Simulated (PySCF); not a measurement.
Sn(H)2(Me)2 (C2H8Sn), SMILES [CH3][SnH2][CH3]. Geometry: B3LYP-D3(BJ)/def2-SVP. The def2 effective core potentials stand for the cores of Sn; spin–orbit coupling is left out.

Computed equilibrium geometry at B3LYP-D3(BJ)/def2-SVP (PySCF confirms it by a frequency run) as Cartesian coordinates in Å, and its point group:
point group C2v.
```xyz
11

Sn     0.0000     0.0000    -0.3107
C      1.7770     0.0000     0.9370
C     -1.7770     0.0000     0.9370
H      0.0000    -1.4015    -1.3196
H      0.0000     1.4015    -1.3196
H      1.7844     0.8950     1.5761
H      2.6820     0.0000     0.3125
H      1.7844    -0.8950     1.5761
H     -2.6820     0.0000     0.3125
H     -1.7844     0.8950     1.5761
H     -1.7844    -0.8950     1.5761
```
Charge 0, spin multiplicity 1.
